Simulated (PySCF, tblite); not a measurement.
Parent: `[CH2:1]=[C:2]1[CH2:3][C@@H:4]([CH2:5][Cl:6])[C@H:7]1[F:8]` with C3–C4–C5–Cl6 -71°, C1–C2–C3–C4 166°, C2–C3–C4–C5 -105°, C3–C4–C7–F8 -128°, C1–C2–C7–C4 -167°, C6H8ClF.

The geometries are computed with GFN2-xTB (gas phase). One conformer each, not checked by frequencies here.

| coordinate of the parent | value |
| --- | --- |
| C1=C2 | 1.316 Å |
| C2–C3 | 1.507 Å |
| C3–C4 | 1.545 Å |
| C4–C5 | 1.515 Å |
| C5–Cl6 | 1.783 Å |
| C4–C7 | 1.548 Å |
| C7–F8 | 1.375 Å |
| C2–C7 | 1.508 Å |
| C1–C2–C3 | 135.0° |
| C1–C2–C7 | 133.0° |
| C3–C2–C7 | 91.8° |
| C2–C3–C4 | 89.0° |
| C3–C4–C5 | 114.0° |
| C3–C4–C7 | 88.9° |
| C5–C4–C7 | 112.5° |
| C4–C5–Cl6 | 110.1° |
| C4–C7–F8 | 115.8° |
| C2–C7–C4 | 88.8° |
| C2–C7–F8 | 116.4° |

Task: How does the shared frame change in `[CH2:1]=[C:2]1[CH2:3][C@@H:4]([CH2:5][Cl:6])[C@@H:7]1[Cl:8]` with C3–C4–C5–Cl6 -69°, C1–C2–C3–C4 -168°, C2–C3–C4–C5 -126°, C3–C4–C7–Cl8 127°, C1–C2–C7–C4 168°, C6H8Cl2? Atoms pair as C1 = C1, C2 = C2, C3 = C3, C4 = C4, C5 = C5, Cl6 = Cl6, C7 = C7 (parent first).

Result: 
| parent | relative | value in the relative | change |
| --- | --- | --- | --- |
| C1=C2 | C1=C2 | 1.316 Å | 0.000 |
| C2–C3 | C2–C3 | 1.506 Å | -0.001 |
| C3–C4 | C3–C4 | 1.544 Å | -0.001 |
| C4–C5 | C4–C5 | 1.513 Å | -0.002 |
| C5–Cl6 | C5–Cl6 | 1.786 Å | +0.003 |
| C4–C7 | C4–C7 | 1.543 Å | -0.005 |
| C2–C7 | C2–C7 | 1.504 Å | -0.004 |
| C1–C2–C3 | C1–C2–C3 | 134.7° | -0.3 |
| C1–C2–C7 | C1–C2–C7 | 133.2° | +0.2 |
| C3–C2–C7 | C3–C2–C7 | 92.0° | +0.2 |
| C2–C3–C4 | C2–C3–C4 | 88.8° | -0.2 |
| C3–C4–C5 | C3–C4–C5 | 117.0° | +3.0 |
| C3–C4–C7 | C3–C4–C7 | 89.1° | +0.2 |
| C5–C4–C7 | C5–C4–C7 | 115.5° | +3.0 |
| C4–C5–Cl6 | C4–C5–Cl6 | 109.9° | -0.2 |
| C2–C7–C4 | C2–C7–C4 | 88.9° | +0.1 |

Of the parent's bonds, C4–C7 and C2–C7 change most and about equally (-0.005 to -0.004 Å). Bonds of the relative outside the shared frame: C7–Cl8 1.779 Å. Point group C1 → C1.

Task: How does the shared frame change in `[CH2:1]=[C:2]1[CH2:3][C@@H:4]([SiH2:5][Cl:6])[C@H:7]1[F:8]` with C3–C4–Si5–Cl6 -74°, C1–C2–C3–C4 165°, C2–C3–C4–Si5 -104°, C3–C4–C7–F8 -128°, C1–C2–C7–C4 -165°, C5H8ClFSi? Atoms pair as C1 = C1, C2 = C2, C3 = C3, C4 = C4, C7 = C7, F8 = F8 (parent first).

Result: 
```csv
parent,relative,value in the relative,change
C1=C2,C1=C2,1.316 Å,0.000
C2–C3,C2–C3,1.505 Å,-0.002
C3–C4,C3–C4,1.548 Å,+0.003
C4–C7,C4–C7,1.536 Å,-0.012
C7–F8,C7–F8,1.381 Å,+0.006
C2–C7,C2–C7,1.505 Å,-0.003
C1–C2–C3,C1–C2–C3,135.0°,0.0
C1–C2–C7,C1–C2–C7,133.0°,0.0
C3–C2–C7,C3–C2–C7,91.8°,0.0
C2–C3–C4,C2–C3–C4,88.5°,-0.5
C3–C4–C7,C3–C4–C7,89.0°,+0.1
C4–C7–F8,C4–C7–F8,115.4°,-0.4
C2–C7–C4,C2–C7–C4,89.0°,+0.2
C2–C7–F8,C2–C7–F8,115.9°,-0.5
```

Of the parent's bonds, C4–C7 changes most (-0.012 Å). Bonds of the relative outside the shared frame: C4–Si5 1.904, Si5–Cl6 2.020 Å. Point group C1 → C1.

Task: How does the shared frame change in `[CH2:1]=[C:2]1[CH2:3][C:4]([CH2:5][Cl:6])=[C:7]1[F:8]` with C3–C4–C5–Cl6 -68°, C6H6ClF? Atoms pair as C1 = C1, C2 = C2, C3 = C3, C4 = C4, C5 = C5, Cl6 = Cl6, C7 = C7, F8 = F8 (parent first).

Result: 
| parent | relative | value in the relative | change |
| --- | --- | --- | --- |
| C1=C2 | C1=C2 | 1.320 Å | +0.004 |
| C2–C3 | C2–C3 | 1.528 Å | +0.021 |
| C3–C4 | C3–C4 | 1.523 Å | -0.022 |
| C4–C5 | C4–C5 | 1.470 Å | -0.045 |
| C5–Cl6 | C5–Cl6 | 1.808 Å | +0.025 |
| C4–C7 | C4=C7 | 1.343 Å | -0.205 |
| C7–F8 | C7–F8 | 1.335 Å | -0.040 |
| C2–C7 | C2–C7 | 1.456 Å | -0.052 |
| C1–C2–C3 | C1–C2–C3 | 135.6° | +0.6 |
| C1–C2–C7 | C1–C2–C7 | 136.8° | +3.8 |
| C3–C2–C7 | C3–C2–C7 | 87.6° | -4.2 |
| C2–C3–C4 | C2–C3–C4 | 85.3° | -3.7 |
| C3–C4–C5 | C3–C4–C5 | 131.7° | +17.7 |
| C3–C4–C7 | C3–C4–C7 | 92.0° | +3.1 |
| C5–C4–C7 | C5–C4–C7 | 136.3° | +23.8 |
| C4–C5–Cl6 | C4–C5–Cl6 | 109.7° | -0.4 |
| C4–C7–F8 | C4–C7–F8 | 133.3° | +17.5 |
| C2–C7–C4 | C2–C7–C4 | 95.1° | +6.3 |
| C2–C7–F8 | C2–C7–F8 | 131.6° | +15.2 |

Of the parent's bonds, C4–C7 changes most (-0.205 Å). Point group C1 → C1.
